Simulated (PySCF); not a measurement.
H₂IrO₂, SMILES [OH][Ir][OH] (connectivity only; charge and spin as stated), neutral, multiplicity 4.

The structure is a stationary point at PBE-D3(BJ)/def2-TZVP. The multiplicity is an assumed one; other spin states were not compared. The def2 effective core potentials stand for the cores of Ir; spin–orbit coupling is left out. Other conformers were not sampled.

Calculation: PBE-D3(BJ)/def2-TZVP (PySCF).

Frequencies are harmonic and unscaled.

| mode | ν (cm⁻¹) | IR (km/mol) | moving atoms (share of kinetic energy) |
|---|---|---|---|
| 1 | 124 | 41.1 | O 76 %, H 13 %, Ir 11 % |
| 2 | 150 | 11.4 | O 56 %, H 31 %, Ir 12 % |
| 3 | 258 | 40.4 | H 72 %, O 26 % |
| 4 | 594 | 364.4 | H 89 %, O 11 % |
| 5 | 644 | 5.9 | O 56 %, H 43 % |
| 6 | 675 | 117.2 | O 79 %, Ir 15 % |
| 7 | 693 | 3.9 | O 50 %, H 49 % |
| 8 | 3701 | 187.6 | H 94 % |
| 9 | 3703 | 60.5 | H 94 % |
